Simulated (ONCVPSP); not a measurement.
# What the settings do to the ONCV potential of Ba (Z = 56)

Base potential:

Ba, optimised norm-conserving Vanderbilt (ONCV), made with ONCVPSP 4.0.1 (PBE, scalar-relativistic). Core [Kr] 4d10, reference 5s2 5p6 6s2. Waves: 5s+6s: rc 3.05 bohr, ncon 3, nbas 6, qcut 3.6 1/bohr, 2 projectors; 5p: rc 2.70 bohr, ncon 4, nbas 8, qcut 6.3 1/bohr, 2 projectors, debl 2.3 Ha; d scattering state at 0.41 Ha: rc 3.20 bohr, ncon 4, nbas 8, qcut 2.8 1/bohr, 2 projectors, debl 2.5 Ha. Local part: polynomial inside 2.15 bohr (lpopt 5, dvloc0 0 Ha). Core correction: polynomial model core, fcfact 0.2.

In the d channel the program set the typed energies aside and used 0.050, 2.550 Ha.

All-electron outer shells of the reference configuration (PBE, scalar-relativistic, ld1.x):

| shell | level (eV) | outermost node (bohr) | outermost maximum (bohr) |
| --- | --- | --- | --- |
| 5s | -33.67 | 0.80 | 1.47 |
| 5p | -18.74 | 0.86 | 1.67 |
| 6s | -3.23 | 1.97 | 4.16 |

Cutoffs, loose and tight: the cutoffs (Ha) at which the residual kinetic energy of the hardest occupied pseudo-wave falls to 1 and 0.1 mHa per electron. They do not see the model core or the augmentation charge, which bear on the density cutoff. Test errors are all-electron minus pseudo excitation energies from the reference, over the configurations 5s2 5p6 6s1; 5s2 5p6 6s0; 5s2 5p6 6s1.5; 5s1 5p6 6s2. A dash means not determined; rows that change the core or the reference have their own tests.

A true bound ghost makes a file unfit for plane-wave use even where its test errors are small: the radial tests pick states by their node count and pass the ghost by.

| change | outcome | cutoff, loose | cutoff, tight | bound ghosts | GHOST(+) flags above zero | largest test error (meV) |
| --- | --- | --- | --- | --- | --- | --- |
| base | generated, projector energies reset by the program | 9.3 Ha | 12 Ha | none | d | -367 |
| local potential polynomial inside 2.15 bohr (lpopt 5, dvloc0 -1 Ha) | generated, projector energies reset by the program | 9.3 Ha | 12 Ha | none | s, d | -362 |
| local potential polynomial inside 2.15 bohr (lpopt 5, dvloc0 2 Ha) | generated, projector energies reset by the program | 9.3 Ha | 12 Ha | none | none | -365 |
| local potential polynomial inside 2.15 bohr (lpopt 5, dvloc0 2.5 Ha) | generated, projector energies reset by the program | 9.3 Ha | 12 Ha | none | none | -370 |
| local potential polynomial inside 2.15 bohr (lpopt 5, dvloc0 4 Ha) | generated, projector energies reset by the program | 9.3 Ha | 12 Ha | none | none | -376 |
| local potential polynomial inside 2.15 bohr (lpopt 5, dvloc0 5 Ha) | generated, projector energies reset by the program | 9.3 Ha | 12 Ha | p | none | -378 |
| local potential polynomial inside 2.15 bohr (lpopt 5, dvloc0 7 Ha) | generated, projector energies reset by the program | 9.3 Ha | 12 Ha | none | none | -381 |
| local potential polynomial inside 2.15 bohr (lpopt 5, dvloc0 8 Ha) | generated, projector energies reset by the program | 9.3 Ha | 12 Ha | none | none | -384 |
| local potential polynomial inside 2.15 bohr (lpopt 5, dvloc0 9 Ha) | generated, projector energies reset by the program | 9.3 Ha | 12 Ha | none | s | -386 |

(1) What comes out with this change to the base: local potential polynomial inside 2.15 bohr (lpopt 5, dvloc0 -2.5 Ha)?

Answers

(1) outcome: generated, projector energies reset by the program; cutoff, loose: 9.3 Ha; cutoff, tight: 12 Ha; bound ghosts: d; GHOST(+) flags above zero: s; largest test error (meV): -340.

Reading the sweep of the dvloc0 (base included, trends over the rows without a ghost): The loose cutoff stays near 9.3 Ha. The median size of the test errors (rows with all tests solved) stays near 3.9 meV. Bound ghosts are found at -2.5, 5 Ha.
